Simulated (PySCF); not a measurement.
# Exercise with solution: chemical shift, span and skew from a shielding tensor

oxetane-3-carbonitrile (C4H5NO), SMILES N#CC1COC1. Atoms are numbered in the order given.

```xyz
11

N      2.6055     0.3048     0.0000
C      1.5125    -0.0928     0.0000
C      0.1361    -0.5611     0.0000
C     -0.8559     0.0371    -1.0313
O     -1.8166     0.2999     0.0000
C     -0.8559     0.0371     1.0313
H      0.1225    -1.6609     0.0000
H     -1.2355    -0.6570    -1.7974
H     -0.4891     0.9602    -1.5136
H     -1.2355    -0.6570     1.7974
H     -0.4891     0.9602     1.5136
```
Charge 0, spin multiplicity 1.

Geometry: TPSSh-D3(BJ)/def2-SVP.

GIAO shieldings from KT2/pcSseg-1 in PySCF, non-relativistic, no solvent. The symmetric part of the tensor of C3 has the principal values 135.2, 163.9, 167.9 ppm. The same nucleus in TMS has σ = 185.1 ppm at this level (PySCF, at its B3LYP-D3(BJ)/def2-TZVP geometry).

Q: Work out the isotropic shielding, the ¹³C shift against TMS, the span and the skew.

A: 
σ(iso) = (σ11 + σ22 + σ33)/3 = 155.7 ppm. δ = σ(ref) − σ(iso) = 185.1 − (155.7) = 29.4 ppm.
Span Ω = σ33 − σ11 = 32.7 ppm. Skew κ = 3(σ(iso) − σ22)/Ω = -0.76. Tumbling in solution averages the tensor to δ; in a static solid the shielding alone would spread this spin-1/2 line over Ω.
